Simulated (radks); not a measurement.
Task: Excited configurations of neutral phosphorus: one electron is placed in a higher orbital outside [Ne] 3s2 3p2. The ground configuration is [Ne] 3s2 3p3. Method: non-relativistic Kohn-Sham, r2SCAN, spin-polarised, spherical densities, point nucleus; open shells are filled with parallel spins first; meta-GGA in the generalised Kohn-Sham scheme; computed with a radial shooting solver on a logarithmic mesh with Libxc functionals. Excitation = E - E(ground); binding = E(ion) - E, where the ion is the core of charge +1; n* = 1/sqrt(2 binding) in atomic units, and the quantum defect is n - n*.

outer orbital  excitation (eV)  binding (eV)     n*  quantum defect  eigenvalue (eV)  <r> (bohr)
3d                       8.974         1.941  2.648           0.352           -0.604       7.350
5p                       9.689         1.226  3.331           1.669           -0.756       16.66
6d                      10.384         0.531  5.061           0.939           -0.334       38.88

Estimate the row for 5s.

Result: excitation (eV) 9.339; binding (eV) 1.576; n* 2.938; quantum defect 2.062; eigenvalue (eV) -0.976; <r> (bohr) 13.33. The Delta-SCF ionisation energy is 10.915 eV (NIST Atomic Spectra Database: 10.487 eV, measured). Self-interaction in the functional shifts the binding energies and quantum defects, so they are the method's values and not measured ones. Open shells are spherical and high-spin; term and fine-structure splittings are not resolved.
